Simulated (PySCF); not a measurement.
LiCa: energy against distance

Set-up: Li 6-31G(d,p), Ca 6-31G(d,p); no relativity (PySCF 2.14). Energies in eV from Li + Ca in their ground configurations at the same level. State: ²Σ⁺ (doublet), unpaired electrons σ ↑.

All columns are revPBE. A positive dipole means Li(−)Ca(+).

| R (Å) | E (eV) | μ (D) | Mulliken charge on Li (basis-dependent) | HOMO (eV) | LUMO (eV) | Mayer bond order | ⟨S²⟩ |
| --- | --- | --- | --- | --- | --- | --- | --- |
| 2.953 | -0.252 | -0.45 | 0.10 | -2.72 | -2.08 | 0.89 | 0.76 |
| 3.091 | -0.332 | -0.42 | 0.12 | -2.75 | -2.12 | 0.86 | 0.76 |
| 3.228 | -0.376 | -0.37 | 0.14 | -2.78 | -2.15 | 0.82 | 0.76 |
| 3.331 | -0.392 | -0.33 | 0.15 | -2.81 | -2.18 | 0.80 | 0.76 |
| 3.434 | -0.396 | -0.29 | 0.15 | -2.83 | -2.20 | 0.77 | 0.76 |
| 3.537 | -0.391 | -0.26 | 0.15 | -2.86 | -2.22 | 0.74 | 0.76 |
| 3.674 | -0.374 | -0.22 | 0.15 | -2.89 | -2.25 | 0.70 | 0.76 |
| 3.846 | -0.343 | -0.19 | 0.14 | -2.93 | -2.28 | 0.64 | 0.76 |
| 4.052 | -0.297 | -0.18 | 0.13 | -2.98 | -2.30 | 0.57 | 0.76 |
| 4.327 | -0.234 | -0.19 | 0.11 | -3.03 | -2.31 | 0.47 | 0.76 |

A fit through these points gives, at Re = 3.423 Å, μ = -0.30 D and dμ/dR = 0.347 D/Å; the reduced mass is 5.968 u.

**Question.** How strong is the fundamental in the double-harmonic approximation, I = 42.26·(dμ/dR)²/μred km/mol?

**Answer.** I = 42.26·(0.347)²/5.968 = 0.853 km/mol at revPBE.

The bond is weak. Basis-set superposition, not corrected here, can be much of De in a small basis, most of all at correlated wavefunction levels. Functionals without a dispersion term scatter widely for such bonds, and LDA overbinds them. The state is the lowest determinant that a PBE0 search found; another state may lie lower at other levels.
